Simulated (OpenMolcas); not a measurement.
## Co⁶⁺: the spin-orbit constant, Racah parameters, worked from levels

* Program: OpenMolcas 26.06
* Basis: ANO-RCC-VQZP [7s6p4d3f2g1h]
* Scalar Hamiltonian: DKH2, point nucleus
* Active space: 3 electrons in 5 orbitals (3d)
* State averaging: 2S+1 = 4 even, 10 roots; 2S+1 = 2 even, 40 roots
* Spin-orbit coupling: state interaction with AMFI integrals over the reference wave functions, term energies averaged over their components

Methods: CASSCF; MS-CASPT2, IPEA 0.25 Eh, imaginary shift 0.1 Eh (closed shells correlated: 3s 3p). Measured levels: Sugar and Corliss, J. Phys. Chem. Ref. Data 10, 1097 (1981).

**The spin-orbit constant.** For the Hund term 4F of d3, E(J) = (A/2) J(J+1) + constant and ζ = 2S·A = 3A. From J = 3/2 to J = 9/2 the energy changes by 10.5 A.

| Source | E(9/2) - E(3/2) | A | ζ |
| --- | --- | --- | --- |
| CASSCF | 2867.6 | 273.1 | 819 |
| MS-CASPT2 | 2872.3 | 273.6 | 821 |
| measured | 2723.0 | 259.3 | 778 |

All in cm-1. MS-CASPT2 is off by +5.5 % and CASSCF by +5.3 %. Both methods take the spin-orbit matrix elements from the reference wave functions, so the second can move ζ only through the term energies and any multistate remixing. Second-order mixing with other terms is absorbed into this ζ.

**Racah parameters.** Above 4F, d3 has 4P at 15B, 2G at 4B + 3C and 2H at 9B + 3C. The first two fix B and C, and the third tests them; where it misses by thousands of cm-1, two parameters do not describe the configuration (Trees and configuration-interaction terms are left out) and B and C hang on the terms chosen. Term energies are centres of gravity, weighted by 2J + 1.

```csv
Source,4P,2G,B,C,C/B,"2H from B, C",2H found
CASSCF,24616,25320,1641,6252,3.81,33525,33687
MS-CASPT2,20860,22420,1391,5619,4.04,29376,31684
```

Energies in cm-1. From CASSCF to MS-CASPT2, B changes by -15.2 % and C by -10.1 %.

CASPT2 does not keep the components of a term degenerate, so their means are used; among the terms shown or strongly mixed into the levels shown the widest spread is 710 cm-1 (3d3 4F, MS-CASPT2). Without dynamic correlation excited terms often stand tens of per cent too high (terms of higher spin than the ground term too low), and those without a measured partner can miss by more than the paired ones (holds for CASSCF). Measured partners are found by configuration, term and J. A level has none where our copy of the source lacks it or the pairing is in doubt (some pairs that miss far off the trend of their configuration count as doubtful), and it then counts in no deviation. Only configurations of the active space appear.
